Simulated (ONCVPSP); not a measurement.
# Before and after: ONCV potential for chromium (Cr)

```
Element                 : Cr
Generator               : ONCVPSP 4.0.1
Type                    : optimised norm-conserving Vanderbilt (ONCV)
Functional              : PBE
Relativity              : scalar-relativistic
Frozen core             : [Ne]
Valence charge          : 14
Reference configuration : 3s2 3p6 3d5 4s1
Partial waves           : 3s+4s: rc 1.70 bohr, ncon 3, nbas 7, qcut 6.8 1/bohr, 2 projectors; 3p: rc 0.95 bohr, ncon 4, nbas 8, qcut 8.5 1/bohr, 2 projectors, debl 1.1 Ha; 3d: rc 1.05 bohr, ncon 5, nbas 8, qcut 8.5 1/bohr, 2 projectors, debl 1.7 Ha
Local potential         : polynomial inside 0.85 bohr (lpopt 1, dvloc0 2 Ha)
Core correction         : polynomial model core, fcfact 0.75
```

In the p channel the program set the typed energies aside and used -1.670, 0.250 Ha.

Change: d: rc 1.22.

Cutoffs: the cutoffs (Ha) at which the residual kinetic energy of the hardest occupied pseudo-wave falls to 1 and 0.1 mHa per electron; they do not see the model core or the augmentation charge, which bear on the density cutoff. Errors are all-electron minus pseudo energies relative to the spin-unpolarised reference configuration.

Task: What does the change do?

Result: The potential gets softer (189 Ha and 214 Ha → 134 Ha and 189 Ha); the errors of the 3 common tests hardly move; neither file shows a bound ghost. A larger radius leaves more room for a smooth pseudo-wave, so fewer plane waves are needed.

```csv
quantity,base,changed
"cutoff, loose",189 Ha,134 Ha
"cutoff, tight",214 Ha,189 Ha
loose cutoff by channel,"s 9.9 Ha, p 27 Ha, d 189 Ha","s 9.9 Ha, p 27 Ha, d 134 Ha"
bound ghosts,none,none
GHOST(+) flags under 300 eV,none,none
tests with a reliable result,3 of 4,3 of 4
"error for 3s2 3p6 3d5 4s0, meV [ΔE 6.90 eV]",+0.4,+0.5
"error for 3s2 3p6 3d4 4s0, meV [ΔE 22.95 eV]",+0.5,+0.3
"error for 3s2 3p6 3d4 4s1, meV [ΔE 7.99 eV]",+3.0,+3.1
s: phases at 1.72 bohr within 0.05 rad from the reference energy up to (Ha; the scan ends near 5),to the end of the scan,to the end of the scan
p: phases at 0.97 bohr within 0.05 rad from the reference energy up to (Ha; the scan ends near 5),to the end of the scan,to the end of the scan
"rms error of d²Exc/dni dnj with the model core, mHa",1.67,1.68
```
